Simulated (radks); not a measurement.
The numbers below are computed, except where a source is named.
Task: The holmium ion Ho2+ is in [Xe] 4f11. Level of theory: scalar-relativistic Kohn-Sham, LDA (Slater exchange, Perdew-Wang correlation), spin-polarised, spherical densities, finite nucleus; Fermi nuclear charge, rms radius of each element as measured or else 0.836 A^(1/3) + 0.57 fm (a radial shooting solver on a logarithmic mesh with Libxc functionals). Open shells are filled with parallel spins first. One electron is removed from 5p, 5s, 4f, 4d in turn, with full relaxation. Which removal costs least, and what does each cost?

Result: 4f 24.833 eV; 5p 46.223 eV; 5s 71.294 eV; 4d 181.20 eV. The 4f electron leaves first.
